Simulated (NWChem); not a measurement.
GaHBrCl; SMILES [GaH]([Br])[Cl]

This build's default masses of Se (78.918 u) and Br (79.917 u) are each other's, which moves their modes by up to 0.6 %.

Task: Give the equilibrium geometry at PBE0/def2-SVP (NWChem) as a list of bonds and angles, with the point group.

Result: point group Cs; any orientation.
Bonds (Å): Ga1–H2 1.549, Ga1–Cl3 2.139, Ga1–Br4 2.276. Angles (°): H2–Ga1–Cl3 121.5, H2–Ga1–Br4 122.8, Cl3–Ga1–Br4 115.7.
